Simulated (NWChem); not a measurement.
System: C2H8BNO; SMILES CCOBN

Here is an NWChem input.

```
start job
memory heap 200 mb stack 900 mb global 1100 mb
geometry units angstroms
  B     -0.417068     0.676511     0.824069
  H     -1.183588     0.032591     1.449629
  O      0.512684     0.124289     0.003279
  C      0.579971    -1.257865    -0.235749
  C     -0.256134    -1.652517    -1.450818
  H      1.634574    -1.500011    -0.414420
  H      0.235666    -1.818446     0.643863
  H      0.076383    -1.100658    -2.326451
  H     -0.157100    -2.717775    -1.642543
  H     -1.302531    -1.417542    -1.270179
  N     -0.430927     2.068480     0.924060
  H     -1.050835     2.586661     1.517448
  H      0.212267     2.642151     0.407986
end
basis spherical
  * library def2-svp
end
dft
  xc pbe0
  iterations 150
end
driver
  maxiter 120
end
task dft optimize
```

No frequency run checked for a minimum.

The level has its own optimisation.

Question: What results follow from this input? (PBE0/def2-SVP.) Quantities: r B–H (Å); r B–O (Å); r B–N (Å); r C–O (Å); dipole (D).

Answer: 
```json
{
  "r B–H (Å)": "1.216",
  "r B–O (Å)": "1.363",
  "r B–N (Å)": "1.401",
  "r C–O (Å)": "1.405",
  "dipole (D)": "0.56"
}
```
